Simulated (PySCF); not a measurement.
## Working out the ionisation energy of Ni¹⁴⁺

Ni¹⁴⁺ [Ne] 3s2 3p2 (3P) → Ni¹⁵⁺ [Ne] 3s2 3p1 (2P). Calculation: PySCF 2.14, in an even-tempered Gaussian basis (17 s from 0.93 bohr⁻², ratio 2.5; 11 p from 1.2 bohr⁻², ratio 2.5; 5 d from 6.3 bohr⁻², ratio 2.7; 4 f from 9.5 bohr⁻², ratio 2.7); the non-relativistic Hamiltonian (point nucleus). Frozen: 1s2; the 18 highest virtual orbitals dropped. Energies in hartree (1 hartree = 27.21139 eV):

```csv
part,Ni¹⁴⁺ (lower),Ni¹⁵⁺ (upper)
UHF,-1415.849503,-1398.980250
MP2 opposite-spin,-0.329027,-0.320038
MP2 same-spin,-0.112660,-0.100919
```

Q: What does Hartree-Fock give?

A: (-1398.980250) − (-1415.849503) = 16.869253 hartree = 459.036 eV.

Q: What do MP2 and SCS-MP2 (6/5 opposite-spin, 1/3 same-spin) give?

A: The opposite-spin parts differ by 0.245 eV and the same-spin parts by 0.319 eV. MP2: 459.036 + (0.245) + (0.319) = 459.600 eV. SCS-MP2: 459.036 + 1.2 × (0.245) + (0.319)/3 = 459.436 eV.

A first-order spin-orbit estimate adds -0.077 eV to MP2 (outer shells), giving 459.523 eV against 462.8 ± 1.1 eV (semi-empirical (NIST evaluation); NIST Atomic Spectra Database, ionization energies).

The calculation is non-relativistic.

What remains against the reference includes basis incompleteness, the frozen core and correlation beyond second order.
